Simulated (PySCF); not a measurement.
Compound: C7H11NSi.
Structure used (PBE0-D3(BJ)/def2-SVP), in Å, numbered top down from 1:
```
atom  x, y, z in Å
C1     3.3745   -0.1767   -0.1937
C2     1.8841    0.0019   -0.1660
C3     1.0401   -0.9990    0.3261
C4    -0.3391   -0.8302    0.3859
C5    -0.9380    0.3620   -0.0518
N6    -2.3133    0.5420    0.0008
Si7   -3.5109   -0.5832    0.5871
C8    -0.0966    1.3688   -0.5509
C9     1.2801    1.1857   -0.6046
H10    3.6522   -1.2265   -0.3712
H11    3.8342    0.1238    0.7635
H12    3.8385    0.4334   -0.9828
H13    1.4713   -1.9428    0.6729
H14   -0.9583   -1.6435    0.7759
H15   -2.6329    1.4379   -0.3456
H16   -3.3013   -0.9311    2.0266
H17   -3.5122   -1.8626   -0.1876
H18   -4.8164    0.1168    0.4164
H19   -0.5344    2.3067   -0.9054
H20    1.9048    1.9910   -1.0026
```

Method used: PySCF, PBE0-D3(BJ)/def2-SVP geometry optimisation, gas phase.

Take the most abundant isotopes and a rigid rotor. The values belong to one conformer with, in the numbering `[CH3:1][c:2]1[cH:3][cH:4][c:5]([NH:6][SiH3:7])[cH:8][cH:9]1`, C4–C5–N6–Si7 0°.

Q: Give the principal moments of inertia and the rotational constants in MHz.

A: Ia = 116.56, Ib = 741.26, Ic = 848.77 u·Å²; 505379 MHz·u·Å²/I gives A = 4336, B = 681.8, C = 595.4 MHz.

Q: What kind of rotor is it?

A: A near-prolate asymmetric top. Ray's parameter κ = (2B − A − C)/(A − C) = -0.954; −1 is the prolate and +1 the oblate limit.

Q: What does the inertial defect say?

A: Not planar: Δ = Ic − Ia − Ib = -9.05 u·Å². For a rigid frame Δ = −2 Σ m c², so Σ m c² = 4.53 u·Å² lies off the ab plane: 4.52 from hydrogen and 0.01 from heavier atoms. The atom farthest from that plane is 1.21 Å away.

Q: List the rotational levels J(Ka,Kc) to J = 2 (MHz).

A: Above 0(0,0):
J = 1: 1(0,1) 1277, 1(1,1) 4931, 1(1,0) 5018
J = 2: 2(0,2) 3830, 2(1,2) 7399, 2(1,1) 7658, 2(2,1) 18620, 2(2,0) 18622
Those of J = 1 are B + C, A + C and A + B.

Q: Predict some low-J microwave lines.

A: The dipole components are |μa| = 0.35 D, |μb| = 0.79 D, |μc| = 0.05 D. Intensities carry the squares of the components, which stand as 0.19 : 1.00 : 0.00 (a : b : c). Some lines, for components of 0.1 D or more:

```csv
type,branch,"J(Ka,Kc)",MHz,lower level (cm⁻¹)
a,R,"1(0,1) ← 0(0,0)",1277,0.000
a,R,"2(1,2) ← 1(1,1)",2468,0.164
a,R,"2(0,2) ← 1(0,1)",2553,0.043
a,R,"2(1,1) ← 1(1,0)",2641,0.167
b,Q,"1(1,0) ← 1(0,1)",3740,0.043
b,R,"1(1,1) ← 0(0,0)",4931,0.000
b,R,"2(1,2) ← 1(0,1)",6122,0.043
b,Q,"2(2,0) ← 2(1,1)",10964,0.255
b,Q,"2(2,1) ← 2(1,2)",11221,0.247
b,R,"2(2,1) ← 1(1,0)",13603,0.167
b,R,"2(2,0) ← 1(1,1)",13691,0.164
```

Whether it is a minimum is left open (no frequencies). No vibrational averaging or centrifugal distortion is included, and the geometry carries the error of its method. A rigid rotor knows nothing of internal rotation, which can split or shift real lines. Quadrupole hyperfine structure (14N) is left out.
